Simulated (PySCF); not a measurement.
Compound: C4H15OPSi3.
InChI=1S/C4H15OPSi3/c1-3-4(2)8-6(7)9-5/h3,5H,8-9H2,1-2,7H3/b4-3-

Computed, not measured: TDDFT PBE0/def2-SVPD, vertical, gas phase, core orbitals frozen in the response in PySCF 2.14.0, density-fitted response routines. The structure is a single PBE0-D3(BJ)/def2-SVP conformer in the gas phase; no vibrational or solvent corrections.

Computed states:

| state | E (eV) | f |
| --- | --- | --- |
| S1 | 5.26 | 0.038 |
| S2 | 5.59 | 0.0019 |
| S3 | 5.83 | 0.115 |
| S4 | 5.96 | 0.033 |
| S5 | 6.10 | 0.014 |
| S6 | 6.18 | 0.0039 |
| S7 | 6.26 | 0.021 |
| S8 | 6.40 | 0.041 |
| S9 | 6.45 | 0.029 |
| S10 | 6.50 | 0.037 |

Broadening: Gaussians 0.25 eV wide at half height, area fixed by f = 4.319×10⁻⁹ ∫ε dν̃. The cross-section is σ = 3.8235×10⁻²¹ ε cm², given in Mb (10⁻¹⁸ cm²). The width is an assumption, not a result. The curve ends short of the highest state used, and states not computed would add to its high-energy end.

Problem. Give the broadened spectrum and its maxima.

Solution. 
| λ (nm) | σ (Mb) |
| --- | --- |
| 210.1 | 50.14 |
| 212.0 | 54.67 |
| 213.9 | 49.57 |
| 215.8 | 36.94 |
| 217.7 | 22.69 |
| 219.6 | 11.72 |
| 221.5 | 5.39 |
| 223.4 | 2.65 |
| 225.3 | 2.20 |
| 227.2 | 3.42 |
| 229.0 | 5.95 |
| 230.9 | 9.64 |
| 232.8 | 13.32 |
| 234.7 | 15.56 |
| 236.6 | 15.46 |
| 238.5 | 13.16 |
| 240.4 | 9.65 |
| 242.3 | 6.14 |
| 244.2 | 3.42 |
| 246.1 | 1.67 |
| 248.0 | 0.72 |
| 249.9 | 0.28 |
| 251.8 | 0.10 |
| 253.7 | 0.03 |

Maxima: 236 nm (5.26 eV), ε about 4100, made up of S1 (100%); 212 nm (5.85 eV), ε about 14000, made up of S3 (85%) and S4 (14%) (ε in L mol⁻¹ cm⁻¹; maxima over ε = 5, shares over 10%).

Problem. Coming from long wavelengths, where does ε first pass 100 L mol⁻¹ cm⁻¹?

Solution. At about 249 nm (4.97 eV), 0.29 eV below S1.

Problem. On this curve, what absorbance would a 10⁻⁵ mol/L sample give at 222 nm over a 1 cm path?

Solution. 222 nm is 5.585 eV, where ε is about 1100 L mol⁻¹ cm⁻¹, so A = ε c l ≈ 0.011 (Beer–Lambert, with the gas-phase spectrum and the assumed width).

Problem. What would ε be at 5.85 eV, the highest of these maxima, with half the width (0.125 eV)?

Solution. About 23500 L mol⁻¹ cm⁻¹ against 14300, a factor of about 1.6; a lone state at its own centre would give exactly 2.

All these states lie below the vertical ionisation energy of 8.67 eV (ΔSCF).
